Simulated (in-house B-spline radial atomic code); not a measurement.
RPA and G0W0 for Ca VI (Ca5+), [Ne] 3s2 3p3, highest spin, as one setting changes: the highest l of the empty states. Start: r2SCAN. A dash marks a level of low quasi-particle weight. Computed with an all-electron radial atomic-structure program (B-spline basis): all electrons, scalar-relativistic (spin-free one-electron X2C), finite nucleus, each spin shell either full or empty, empty states to the listed l with an (l + 1/2)⁻⁴ tail; G0W0 by contour deformation at full frequency.

```csv
highest l of the empty states,RPA summed (Eh),RPA extrapolated (Eh),G0W0 level (eV)
3,-0.84023,-0.94016,3p up -107.89
4,-0.89429,-0.95226,3p up -108.06
5,?,?,?
6,?,?,?
7,-0.93073,-0.94153,3p up -108.03
8,-0.93378,-0.94101,3p up -108.02
9,-0.93565,-0.94071,3p up -108.02
10,-0.93686,-0.94051,3p up -108.02
11,-0.93766,-0.94037,3p up -108.02
```

**Question.** What belongs in the row for 6?

**Answer.** RPA summed (Eh): -0.92545; RPA extrapolated (Eh): -0.94256; G0W0 level (eV): 3p up -108.03.

**Question.** What belongs in the row for 5?

**Answer.** RPA summed (Eh): -0.91549; RPA extrapolated (Eh): -0.94502; G0W0 level (eV): 3p up -108.04.
